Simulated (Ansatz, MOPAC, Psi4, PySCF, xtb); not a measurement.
Dimer: SiH4 (SMILES [SiH4]) (first 5 atoms) with C3H4 (SMILES C=C=C); geometry from B3LYP-D3(BJ)/def2-TZVP, rigid monomers moved along the line of their centres of mass till Si1···C6 is 4.15 Å.
(charge 0, multiplicity 1):
```xyz
12

Si    -0.114     0.346     0.252
H      1.228     0.621     0.809
H     -0.015     0.247    -1.224
H     -1.040     1.446     0.601
H     -0.627    -0.933     0.787
C     -0.395     0.861     4.355
C      0.111    -0.337     4.370
C      0.616    -1.534     4.371
H      0.232     1.734     4.213
H     -1.458     1.026     4.483
H      0.707    -2.103     3.454
H      0.960    -2.000     5.287
```

```json
[
 {"level": "GFN-FF", "interaction energy (kcal/mol)": "-0.90", "cost": "-"},
 {"level": "PM7", "interaction energy (kcal/mol)": "-0.88", "cost": "-"},
 {"level": "HF/STO-3G (no counterpoise)", "interaction energy (kcal/mol)": "-0.01", "cost": "-"},
 {"level": "HF/6-31G* (no counterpoise)", "interaction energy (kcal/mol)": "-0.61", "cost": "-"},
 {"level": "HF/aug-cc-pV(D+d)Z", "interaction energy (kcal/mol)": "0.01", "cost": "-"},
 {"level": "PBE-D4/def2-TZVPPD", "interaction energy (kcal/mol)": "-1.54", "cost": "×1"},
 {"level": "r2SCAN-D4/def2-TZVPPD", "interaction energy (kcal/mol)": "-1.26", "cost": "×1"},
 {"level": "PBE0-D3(BJ)/def2-TZVPPD", "interaction energy (kcal/mol)": "-1.50", "cost": "×1"},
 {"level": "M06-2X/6-31G* (no counterpoise)", "interaction energy (kcal/mol)": "-1.57", "cost": "-"},
 {"level": "wB97X-V/def2-TZVPPD", "interaction energy (kcal/mol)": "-1.28", "cost": "×3"},
 {"level": "MP2/6-31G* (no counterpoise)", "interaction energy (kcal/mol)": "-1.40", "cost": "-"},
 {"level": "MP2/aug-cc-pV(D+d)Z", "interaction energy (kcal/mol)": "-1.19", "cost": "-"},
 {"level": "CCSD(T)/aug-cc-pV(D+d)Z", "interaction energy (kcal/mol)": "-1.13", "cost": "×10"},
 {"level": "SAPT0/jun-cc-pV(D+d)Z", "interaction energy (kcal/mol)": "-0.90", "cost": "-"}
]
```

The rows run from -1.57 (M06-2X/6-31G* (no counterpoise)) to 0.01 kcal/mol (HF/aug-cc-pV(D+d)Z). In aug-cc-pV(D+d)Z the value moves HF 0.01, MP2 -1.19, CCSD(T) -1.13, a shift of -1.14 from HF to CCSD(T).

Interaction energies are E(AB) − E(A) − E(B) at the monomers' geometry in the complex; basis-set methods are counterpoise corrected. Rows marked so take none.

Frozen-core correlation. Rows in 6-31G*, STO-3G carry no dispersion term and start afresh at each structure (6-31G* with six Cartesian d functions). MP2/6-31G* freezes PySCF's default core. The state reached by PM7 isn't checked; PM7 holds dispersion and hydrogen-bond terms.

Programs: Ansatz (a quantum-chemistry and plane-wave program); MOPAC for PM7 (differences of heats of formation); Psi4 for SAPT; PySCF for 6-31G* rows, STO-3G rows, the dispersion terms; xtb for the GFN methods. Values without a source in brackets are computed.

Costs are rough ratios of core time to PBE/def2-TZVPPD (about 11 s over the structures, on one shared machine); a dash marks a level with no comparable run of its own.
